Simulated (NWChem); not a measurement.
Program: NWChem. System: HS2, charge 0, spin multiplicity 2, displaced from the optimised geometry. The structure started from a generated list of species. Its SCF solution wasn't tested for a lower state.

Job file:

```
start mol
memory heap 200 mb stack 900 mb global 1100 mb
geometry units angstroms nocenter noautoz
  S      0.442456     0.964317     0.000000
  S     -0.480327    -0.856078     0.000000
  H      0.605935    -1.731828     0.000000
  symmetry group Cs
end
basis spherical
  * library def2-svp
end
dft
  xc becke88 lyp
  odft
  mult 2
  semidirect memsize 60000000 filesize 0
  iterations 100
  convergence nodiis damp 40
end
task dft gradient
```

The output up to the point where the run's verdict is printed (cleaned and shortened):

```
             Northwest Computational Chemistry Package (NWChem) 7.3.0
             --------------------------------------------------------

                                NWChem Input Module
                                -------------------

 Scaling coordinates for geometry "geometry" by  1.889725989
 (inverse scale =  0.529177249)

 Turning off AUTOSYM since
 SYMMETRY directive was detected!

                             Geometry "geometry" -> ""
                             -------------------------

 Output coordinates in angstroms (scale by  1.889725989 to convert to a.u.)

  No.       Tag          Charge          X              Y              Z
 ---- ---------------- ---------- -------------- -------------- --------------
    1 S                   16.0000     0.44245600     0.96431700     0.00000000
    2 S                   16.0000    -0.48032700    -0.85607800     0.00000000
    3 H                    1.0000     0.60593500    -1.73182800     0.00000000

 Effective nuclear repulsion energy (a.u.)      75.5791662026

            Nuclear Dipole moment (a.u.)
            ----------------------------
        X                 Y               Z
 ---------------- ---------------- ----------------
    -0.0000018897    -0.0000075589     0.0000000000

      Symmetry information
      --------------------

 Group name             Cs
 Group number              2
 Group order               2
 No. of unique centers     3

      Symmetry unique atoms

     1    2    3


 Summary of "ao basis" -> "" (spherical)
 ------------------------------------------------------------------------------
       Tag                 Description            Shells   Functions and Types
 ---------------- ------------------------------  ------  ---------------------
 *                          def2-svp                  on all atoms

                                 NWChem DFT Module
                                 -----------------

 Summary of "ao basis" -> "ao basis" (spherical)
 ------------------------------------------------------------------------------
       Tag                 Description            Shells   Functions and Types
[...]
 d= 0,ls=0.5         73   -774.8631258144  4.02D+00  1.40D-01               9.4
                                                     1.23D-01
 d= 0,ls=0.5         74   -778.8865340954 -4.02D+00  1.40D-01               9.5
                                                     1.23D-01
 d= 0,ls=0.5         75   -774.8631258144  4.02D+00  1.40D-01               9.6
                                                     1.23D-01
 d= 0,ls=0.5         76   -778.8865340954 -4.02D+00  1.40D-01               9.7
                                                     1.23D-01
 d= 0,ls=0.5         77   -774.8631258144  4.02D+00  1.40D-01               9.9
                                                     1.23D-01
 d= 0,ls=0.5         78   -778.8865340954 -4.02D+00  1.40D-01              10.0
                                                     1.23D-01
 d= 0,ls=0.5         79   -774.8631258144  4.02D+00  1.40D-01              10.1
                                                     1.23D-01
 d= 0,ls=0.5         80   -778.8865340954 -4.02D+00  1.40D-01              10.2
                                                     1.23D-01
 d= 0,ls=0.5         81   -774.8631258144  4.02D+00  1.40D-01              10.3
                                                     1.23D-01
 d= 0,ls=0.5         82   -778.8865340954 -4.02D+00  1.40D-01              10.4
                                                     1.23D-01
 d= 0,ls=0.5         83   -774.8631258144  4.02D+00  1.40D-01              10.6
                                                     1.23D-01
 d= 0,ls=0.5         84   -778.8865340954 -4.02D+00  1.40D-01              10.7
                                                     1.23D-01
 d= 0,ls=0.5         85   -774.8631258144  4.02D+00  1.40D-01              10.8
                                                     1.23D-01
 d= 0,ls=0.5         86   -778.8865340954 -4.02D+00  1.40D-01              10.9
                                                     1.23D-01
 d= 0,ls=0.5         87   -774.8631258144  4.02D+00  1.40D-01              11.0
                                                     1.23D-01
 d= 0,ls=0.5         88   -778.8865340954 -4.02D+00  1.40D-01              11.1
                                                     1.23D-01
 d= 0,ls=0.5         89   -774.8631258144  4.02D+00  1.40D-01              11.3
                                                     1.23D-01
 d= 0,ls=0.5         90   -778.8865340954 -4.02D+00  1.40D-01              11.4
                                                     1.23D-01
 d= 0,ls=0.5         91   -774.8631258144  4.02D+00  1.40D-01              11.5
                                                     1.23D-01
 d= 0,ls=0.5         92   -778.8865340954 -4.02D+00  1.40D-01              11.6
                                                     1.23D-01
 d= 0,ls=0.5         93   -774.8631258144  4.02D+00  1.40D-01              11.8
                                                     1.23D-01
 d= 0,ls=0.5         94   -778.8865340954 -4.02D+00  1.40D-01              11.9
                                                     1.23D-01
 d= 0,ls=0.5         95   -774.8631258144  4.02D+00  1.40D-01              12.0
                                                     1.23D-01
 d= 0,ls=0.5         96   -778.8865340954 -4.02D+00  1.40D-01              12.1
                                                     1.23D-01
 d= 0,ls=0.5         97   -774.8631258144  4.02D+00  1.40D-01              12.3
                                                     1.23D-01
 d= 0,ls=0.5         98   -778.8865340954 -4.02D+00  1.40D-01              12.4
                                                     1.23D-01
 d= 0,ls=0.5         99   -774.8631258144  4.02D+00  1.40D-01              12.5
                                                     1.23D-01
 d= 0,ls=0.5        100   -778.8865340954 -4.02D+00  1.40D-01              12.6
                                                     1.23D-01
```

The run did not converge; its last values are not results. The next line reads: Calculation failed to converge. NWChem stopped with the message: dft gradient failed.
